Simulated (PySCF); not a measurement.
**Correlation energy of Ag³⁺ (silver, charge +3)**

[Kr] 4d8, high-spin 3F determinant. All numbers are calculated (PySCF 2.14, the spin-free X2C one-electron Hamiltonian (Gaussian nucleus), in x2c-TZVPPall with one added diffuse shell each of s, p, d, f type (9s7p7d3f1g, 95 functions)). Frozen: [Kr]; 8 electrons correlated.

```json
{"level": "CCSD", "correlation energy (mhartree)": "-209.62"}
{"level": "(T)", "correlation energy (mhartree)": "-4.08"}
{"level": "CCSD(T)", "correlation energy (mhartree)": "-213.70"}
```

Diagnostics: T1 = 0.00071, D1 = 0.0011, largest double amplitude 0.015.

Q: Is a single reference adequate?

A: Yes, within this model without spin-orbit coupling: T1 lies below 0.03 and no double amplitude reaches 0.07.
